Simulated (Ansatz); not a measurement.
Total energies of C6H16F2N2Sn (`CC(C)[NH][Sn]([F])([F])[NH]C(C)C`).

```json
{"atom": "C1", "x (Å)": "-0.666", "y (Å)": "-2.195", "z (Å)": "-0.663"}
{"atom": "C2", "x (Å)": "0.806", "y (Å)": "-1.838", "z (Å)": "-0.744"}
{"atom": "C3", "x (Å)": "1.633", "y (Å)": "-3.009", "z (Å)": "-1.245"}
{"atom": "N4", "x (Å)": "1.290", "y (Å)": "-1.454", "z (Å)": "0.579"}
{"atom": "Sn5", "x (Å)": "0.298", "y (Å)": "-0.230", "z (Å)": "1.784"}
{"atom": "F6", "x (Å)": "1.699", "y (Å)": "0.597", "z (Å)": "2.804"}
{"atom": "F7", "x (Å)": "-0.705", "y (Å)": "-1.246", "z (Å)": "3.054"}
{"atom": "N8", "x (Å)": "-1.075", "y (Å)": "1.063", "z (Å)": "1.131"}
{"atom": "C9", "x (Å)": "-0.702", "y (Å)": "2.354", "z (Å)": "0.556"}
{"atom": "C10", "x (Å)": "0.435", "y (Å)": "2.164", "z (Å)": "-0.430"}
{"atom": "C11", "x (Å)": "-1.920", "y (Å)": "2.961", "z (Å)": "-0.119"}
{"atom": "H12", "x (Å)": "-1.038", "y (Å)": "-2.518", "z (Å)": "-1.637"}
{"atom": "H13", "x (Å)": "-1.273", "y (Å)": "-1.335", "z (Å)": "-0.358"}
{"atom": "H14", "x (Å)": "-0.821", "y (Å)": "-3.004", "z (Å)": "0.055"}
{"atom": "H15", "x (Å)": "0.916", "y (Å)": "-1.012", "z (Å)": "-1.465"}
{"atom": "H16", "x (Å)": "1.522", "y (Å)": "-3.864", "z (Å)": "-0.574"}
{"atom": "H17", "x (Å)": "2.694", "y (Å)": "-2.750", "z (Å)": "-1.293"}
{"atom": "H18", "x (Å)": "1.316", "y (Å)": "-3.305", "z (Å)": "-2.248"}
{"atom": "H19", "x (Å)": "2.287", "y (Å)": "-1.286", "z (Å)": "0.603"}
{"atom": "H20", "x (Å)": "-1.835", "y (Å)": "1.148", "z (Å)": "1.796"}
{"atom": "H21", "x (Å)": "-0.359", "y (Å)": "3.052", "z (Å)": "1.334"}
{"atom": "H22", "x (Å)": "1.342", "y (Å)": "1.794", "z (Å)": "0.063"}
{"atom": "H23", "x (Å)": "0.149", "y (Å)": "1.457", "z (Å)": "-1.213"}
{"atom": "H24", "x (Å)": "0.700", "y (Å)": "3.112", "z (Å)": "-0.902"}
{"atom": "H25", "x (Å)": "-2.740", "y (Å)": "3.086", "z (Å)": "0.593"}
{"atom": "H26", "x (Å)": "-1.684", "y (Å)": "3.945", "z (Å)": "-0.532"}
{"atom": "H27", "x (Å)": "-2.268", "y (Å)": "2.313", "z (Å)": "-0.927"}
```

Total charge 0; spin multiplicity 1. Correlated methods include outer-core shells of Sn, which these sets cover unevenly. Sn: def2 effective core potential. The structure was optimised at the PBE0-D4/def2-TZVP level. It is one conformer, not always the lowest. Basis def2-TZVPP, the Gaussian-basis code of Ansatz.

RPA on PBE orbitals: Hartree–Fock energy of these orbitals -757.81819 Eh, correlation -3.63172 Eh (frozen core).

| functional | energy without D4 (Eh) | D4 term (kJ/mol) |
| --- | --- | --- |
| PBE | -761.41367 | -71.6 |
| BLYP | -761.82053 | -152.0 |
| r2SCAN | -761.87147 | -20.3 |
| B3LYP | -762.15884 | -112.9 |
| r2SCANh | -761.83374 | -21.5 |
| r2SCAN0 | -761.78021 | -23.5 |
| HSE06 (plane-wave form) | -761.44055 | -57.8 |
| BHLYP | -761.71074 | -85.9 |
| B2PLYP | -761.45179 | – |
| PBE-QIDH | -761.21640 | – |

(1) Give the same for LDA (SPW92), revPBE, B97M-V, PBE0, CAM-B3LYP, LC-ωPBE, ωB97X-V, ωB97M-V. (Estimate.)

B3LYP takes the VWN-RPA correlation (the form of Gaussian; ORCA's B3LYP/G). HSE06 is the plane-wave form, built on full-range PBE exchange. The double hybrids freeze the cores in their second-order part.

Results:

(1) Ansatz gave: 
```tsv
functional	energy without D4 (Eh)	D4 term (kJ/mol)
LDA (SPW92)	-757.33267	–
revPBE	-761.93076	-209.4
B97M-V	-762.00397	–
PBE0	-761.47093	-61.8
CAM-B3LYP	-761.83165	-63.0
LC-ωPBE	-761.80270	–
ωB97X-V	-761.90348	–
ωB97M-V	-761.81072	–
```

LC-ωPBE has ω = 0.4 bohr⁻¹.
